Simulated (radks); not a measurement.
Radial electron density D(r) = 4 pi r^2 rho(r) of an atom or ion with 28 electrons. Method: Dirac Kohn-Sham, relativistic LDA (MacDonald-Vosko exchange, VWN5 correlation), spin-unpolarised, spherical densities, finite nucleus; Fermi nuclear charge, rms radius of each element as measured or else 0.836 A^(1/3) + 0.57 fm; computed with a radial shooting solver on a logarithmic mesh with Libxc functionals.

| r (bohr) | D(r) (e/bohr) |
|---|---|
| 0.00144 | 3.888 |
| 0.001611 | 4.691 |
| 0.001802 | 5.646 |
| 0.002015 | 6.779 |
| 0.002254 | 8.118 |
| 0.002521 | 9.690 |
| 0.002797 | 11.39 |
| 0.003129 | 13.50 |
| 0.0035 | 15.94 |
| 0.003914 | 18.73 |
| 0.004378 | 21.89 |
| 0.004897 | 25.43 |
| 0.005434 | 29.06 |
| 0.006078 | 33.32 |
| 0.006798 | 37.90 |
| 0.007604 | 42.72 |
| 0.008505 | 47.68 |
| 0.009513 | 52.62 |
| 0.01064 | 57.38 |
| 0.01181 | 61.45 |
| 0.01321 | 65.23 |
| 0.01477 | 68.19 |
| 0.01652 | 70.11 |
| 0.01848 | 70.88 |
| 0.02067 | 70.49 |
| 0.02293 | 69.19 |
| 0.02565 | 67.06 |
| 0.02869 | 64.64 |
| 0.03209 | 62.53 |
| 0.0359 | 61.39 |
| 0.04015 | 61.82 |
| 0.04455 | 63.95 |
| 0.04983 | 68.13 |
| 0.05574 | 73.79 |
| 0.06234 | 80.00 |
| 0.06973 | 85.45 |
| 0.07799 | 88.76 |
| 0.08654 | 89.01 |
| 0.0968 | 85.92 |
| 0.1083 | 79.95 |
| 0.1211 | 72.65 |
| 0.1355 | 66.12 |
| 0.1515 | 62.28 |
| 0.1695 | 62.08 |
| 0.188 | 64.71 |
| 0.2103 | 68.74 |
| 0.2352 | 71.35 |
| 0.2631 | 70.09 |
| 0.2943 | 63.84 |
| 0.3292 | 53.17 |
| 0.3653 | 41.04 |
| 0.4086 | 27.97 |
| 0.457 | 16.94 |
| 0.5111 | 9.015 |
| 0.5717 | 4.166 |
| 0.6395 | 1.648 |
| 0.7096 | 0.5980 |
| 0.7936 | 0.1674 |
| 0.8877 | 0.03813 |
| 0.9929 | 0.006905 |

What is the nuclear charge?

Answer. Z = 54. The innermost maximum, from 1s, lies near gamma/Z bohr with gamma = sqrt(1 - (Z/c)^2) = 0.919, here 0.017 bohr (found: 0.0188), and its height grows with Z. The density is that of the xenon ion Xe26+ in [Ar] 3d10; the configuration itself is not fixed sharply by these data, and Z only to a few units. D(r) has 3 maxima, at r = 0.0188, 0.0831, 0.241 bohr, and minima at 0.0371, 0.162 bohr, inside which lie 2.04, 11.35 electrons.
